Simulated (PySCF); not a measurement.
PBE on Ge⁻ (germanium, charge -1), [Ar] 3d10 4s2 4p3, high-spin 4S determinant. All numbers are calculated (PySCF 2.14, no relativity, point nucleus, in def2-TZVPPD (7s5p5d1f, 54 functions)).

```
cycle= 1 E= -2076.6309263602  delta_E= -0.0101  |g|= 0.221  |ddm|= 0.222
cycle= 2 E= -2076.62656555611  delta_E= 0.00436  |g|= 0.283  |ddm|= 0.16
cycle= 3 E= -2076.63667170155  delta_E= -0.0101  |g|= 0.00965  |ddm|= 0.107
cycle= 4 E= -2076.63671484842  delta_E= -4.31e-05  |g|= 0.000162  |ddm|= 0.0154
cycle= 5 E= -2076.63671486573  delta_E= -1.73e-08  |g|= 2.4e-05  |ddm|= 0.000388
cycle= 6 E= -2076.63671486582  delta_E= -9.05e-11  |g|= 6.33e-07  |ddm|= 1.89e-05
converged SCF energy = -2076.63671486582  <S^2> = 3.750844  2S+1 = 4.000422
```

Highest occupied orbital energy: 2.298 eV; ⟨L²⟩ = 0.00; populations by l: s 8.00, p 15.00, d 10.00, f 0.00.

**Question.** Can this result be used?

**Answer.** With care. The run converged. At PBE the highest occupied level has a positive energy, so only the finite basis holds that electron; in a semilocal or global hybrid functional this comes from self-interaction and does not mean that the real anion is unbound.
